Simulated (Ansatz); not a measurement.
Geometry optimisation, RKS B3LYP/6-31G* in Ansatz.

input.yaml

```yaml
crystal:
  periodic: [false, false, false]
  atoms:
    - { symbol: B, position_ang: [0.086534, -0.085222, -0.188498] }
    - { symbol: H, position_ang: [-0.12855, -0.508576, 0.904842] }
    - { symbol: "N", position_ang: [1.358305, -0.171448, -0.764716] }
    - { symbol: H, position_ang: [2.126901, -0.616377, -0.28622] }
    - { symbol: H, position_ang: [1.580509, 0.150811, -1.697058] }
    - { symbol: F, position_ang: [-0.932939, 0.415682, -0.913301] }
    - { symbol: "N", position_ang: [-0.02849, 2.188104, 1.375474] }
    - { symbol: H, position_ang: [0.890276, 2.287211, 0.946283] }
    - { symbol: H, position_ang: [-0.708205, 2.304594, 0.625753] }
    - { symbol: H, position_ang: [-0.103841, 1.197922, 1.669741] }
basis:
  gaussian: { orbitals: "6-31G*" }
hamiltonian:
  xc: b3lyp
relax:
  f_tol: 0.03
  max_steps: 50
```

Launched with:

```bash
$ ansatz run input.yaml --threads 1 --pin off --max-ram 2048MiB --backend cpu --events-out ev --progress --plain --runs-dir out
```

Question: Where does it end, and by what steps?

Answer: The forces met the threshold. The force dipped under the threshold on the way, but the program's further checks kept it going. After 13 steps the energy has fallen by 0.175 eV; H10 moved furthest, 0.94 Å.

| step | energy less start (eV) | largest force component (eV/Å) | accepted |
| --- | --- | --- | --- |
| 0 | 0.0000 | 0.979 | yes |
| 1 | -0.1210 | 0.382 | yes |
| 2 | -0.0942 | 0.977 | no |
| 3 | -0.1424 | 0.185 | yes |
| 4 | -0.1541 | 0.152 | yes |
| 5 | -0.1648 | 0.136 | yes |
| 6 | -0.1712 | 0.079 | yes |
| 7 | -0.1732 | 0.029 | yes |
| 8 | -0.1698 | 0.394 | no |
| 9 | -0.1743 | 0.055 | yes |
| 10 | -0.1745 | 0.102 | yes |
| 11 | -0.1747 | 0.090 | yes |
| 12 | -0.1751 | 0.056 | yes |
| 13 | -0.1753 | 0.014 | yes |

```xyz
10
Properties=species:S:1:pos:R:3
B 0.106 -0.364 -0.315
H -0.129 -1.073 0.617
N 1.387 -0.273 -0.862
H 2.166 -0.813 -0.514
H 1.607 0.308 -1.661
F -0.896 0.357 -0.856
N -0.059 2.546 1.370
H 0.894 2.296 1.108
H -0.649 2.213 0.609
H -0.288 1.966 2.176
```

The run took 30 s on 1 thread of Arm Neoverse V2, with other jobs on the host, peak memory 0.14 GiB.
